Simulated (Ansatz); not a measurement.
One change: `CC[SiH](F)[SiH3]` becomes `O=C[SiH](F)[SiH3]`.

Ansatz, PBE0-D4/def2-TZVP geometries, multiplicity 1. Each molecule was computed in one conformer, which needn't be the lowest.

```json
{"property": "HOMO–LUMO gap (PBE0/def2-TZVPP) / eV", "`CC[SiH](F)[SiH3]`": "7.73"}
{"property": "size of the dipole moment (PBE/def2-TZVPP) / D", "`CC[SiH](F)[SiH3]`": "1.61"}
{"property": "LUMO energy (PBE/def2-TZVPP) / eV", "`CC[SiH](F)[SiH3]`": "-1.09"}
{"property": "HOMO–LUMO gap (ωB97M-V/def2-TZVPP) / eV", "`CC[SiH](F)[SiH3]`": "11.56"}
{"property": "HOMO–LUMO gap (PBE/def2-TZVPP) / eV", "`CC[SiH](F)[SiH3]`": "5.68"}
{"property": "HOMO–LUMO gap (B3LYP/def2-TZVPP) / eV", "`CC[SiH](F)[SiH3]`": "7.36"}
```

**Question.** What does the change do to each property? (An estimate is asked.)

**Answer.** The calculation gave: 
```tsv
property	`O=C[SiH](F)[SiH3]`	shift
HOMO–LUMO gap (PBE0/def2-TZVPP) / eV	5.31	-2.42
size of the dipole moment (PBE/def2-TZVPP) / D	0.96	-0.65
LUMO energy (PBE/def2-TZVPP) / eV	-3.05	-1.96
HOMO–LUMO gap (ωB97M-V/def2-TZVPP) / eV	9.82	-1.74
HOMO–LUMO gap (PBE/def2-TZVPP) / eV	2.75	-2.93
HOMO–LUMO gap (B3LYP/def2-TZVPP) / eV	4.86	-2.50
```

With PBE0 the HOMO rises by 0.71 eV and the LUMO falls by 1.71 eV, so the gap narrows by about 2.42 eV. PBE moves the HOMO by 0.97 eV and ωB97M-V by 0.50 eV. Dipoles are sizes alone; their direction can turn.

B3LYP here is the variant with VWN-RPA as its local correlation; programs differ in this.
